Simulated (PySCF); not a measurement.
**Atomic charges against the basis set**

Species: CH10Si3.
Bonds: Si1–C2, C2–Si3, C2–Si4. Hydrogens: H5, H6, H7 on Si1; H8 on C2; H9, H10, H11 on Si3; H12, H13, H14 on Si4.

PBE0 throughout (PySCF), one geometry, spherical d and f functions. Isolated species at its PBE0-D3(BJ)/def2-SVP geometry, gas phase. Atoms taken as equivalent share a column and are averaged.

Mulliken charges (e):

| basis | functions | Si1/Si3/Si4 | C2 | H5 (×9) | H8 |
| --- | --- | --- | --- | --- | --- |
| STO-3G | 42 | +0.521 | -0.520 | -0.123 | +0.061 |
| 6-31G | 68 | +0.578 | -1.116 | -0.097 | +0.253 |
| 6-31G* | 88 | +0.362 | -0.823 | -0.055 | +0.232 |
| def2-SVP | 118 | +0.369 | -0.763 | -0.053 | +0.136 |
| 6-311+G(2d,p) | 192 | +0.353 | -0.772 | -0.053 | +0.195 |
| def2-TZVP | 202 | +0.114 | -0.351 | -0.014 | +0.134 |

IAO charges (e):

```
        basis  functions  Si1/Si3/Si4      C2  H5 (×9)      H8
       STO-3G         42       +0.615  -0.855   -0.124  +0.127
        6-31G         68       +0.444  -0.844   -0.074  +0.179
       6-31G*         88       +0.569  -0.916   -0.107  +0.172
     def2-SVP        118       +0.584  -0.921   -0.111  +0.170
6-311+G(2d,p)        192       +0.595  -0.941   -0.113  +0.175
    def2-TZVP        202       +0.606  -0.951   -0.116  +0.175
```

Hirshfeld charges (e):

```
        basis  functions  Si1/Si3/Si4      C2  H5 (×9)      H8
       STO-3G         42       +0.332  -0.214   -0.087  +0.004
        6-31G         68       +0.281  -0.268   -0.070  +0.053
       6-31G*         88       +0.283  -0.265   -0.072  +0.060
     def2-SVP        118       +0.304  -0.268   -0.077  +0.050
6-311+G(2d,p)        192       +0.302  -0.288   -0.074  +0.051
    def2-TZVP        202       +0.298  -0.285   -0.074  +0.054
```

Question: Which scheme is steadiest as the basis changes?

Answer: Largest range over the bases for any column: Hirshfeld 0.07 e, IAO 0.17 e, Mulliken 0.77 e. Hirshfeld charges move least and Mulliken charges most, counted in e. Without the minimal STO-3G basis the ranges are Hirshfeld 0.02, IAO 0.16, Mulliken 0.77 e.

Question: How much do the charges still move between the two largest bases, 6-311+G(2d,p) and def2-TZVP?

Answer: At most, over all atoms: Mulliken 0.421 e, IAO 0.011 e, Hirshfeld 0.004 e.

Question: What do the same runs give for the total energy, the frontier levels and the dipole moment?

Answer: 
```
        basis  energy (Eh)  HOMO (eV)  LUMO (eV)  μ (D)
       STO-3G    -901.6615      -6.49       7.41   0.38
        6-31G    -911.9968      -8.70       0.43   0.63
       6-31G*    -912.1035      -8.70       0.33   0.71
     def2-SVP    -911.8611      -8.79       0.28   0.69
6-311+G(2d,p)    -912.2028      -8.79      -0.32   0.72
    def2-TZVP    -912.2086      -8.77      -0.09   0.72
```

The dipole is fixed by the density alone, so its range of 0.34 D shows that the density itself changes with the basis, not only its division among atoms.
